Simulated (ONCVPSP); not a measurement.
# Building the ONCV potential for technetium (LDA (Perdew-Wang 92), scalar-relativistic).

technetium, optimised norm-conserving Vanderbilt (ONCV), made with ONCVPSP 4.0.1 (LDA (Perdew-Wang 92), scalar-relativistic). Core [Ar] 3d10, reference 4s2 4p6 4d5 5s1 5p1. Waves: 4s+5s: rc 1.90 bohr, ncon 4, nbas 9, qcut 6.2 1/bohr, 2 projectors; 4p+5p: rc 2.30 bohr, ncon 4, nbas 8, qcut 6.7 1/bohr, 2 projectors; 4d: rc 1.90 bohr, ncon 5, nbas 10, qcut 7.9 1/bohr, 1 projector. Local part: polynomial inside 1.60 bohr (lpopt 5, dvloc0 0 Ha). Core correction: Teter function fitted to the true core (icmod 2), fcfact 0.4.

All-electron outer shells of the reference configuration (LDA (PZ), scalar-relativistic, ld1.x):

```csv
shell,level (eV),outermost node (bohr),outermost maximum (bohr)
3p,-417.04,0.16,0.36
3d,-251.63,–,0.31
4s,-74.84,0.50,0.95
4p,-46.85,0.51,1.03
4d,-8.17,0.50,1.27
5s,-6.19,1.28,2.69
5p,-2.25,1.45,3.54
```

(1) Estimate the cutoffs (Ha) at which the residual kinetic energy of the hardest occupied pseudo-wave falls to 1 and 0.1 mHa per electron.

(2) What does a ghost test show?

(3) Which valence shell sets the plane-wave cutoff?

(4) Tests: 4s2 4p6 4d5 5s2 5p0; 4s2 4p6 4d5 5s1 5p0; 4s2 4p6 4d5 5s0 5p0; 4s2 4p6 4d6 5s0 5p0. Which has the largest error in its energy relative to the reference configuration, and how large is it?

Results:

(1) 21 Ha and 25 Ha.

(2) No bound ghost flagged; no localised positive-energy state flagged.

(3) 4d: 21 Ha for 1 mHa per electron, against 14 Ha for 4p.

(4) 4s2 4p6 4d5 5s0 5p0, with -6.0 meV (all-electron minus pseudo) on +19.78 eV.
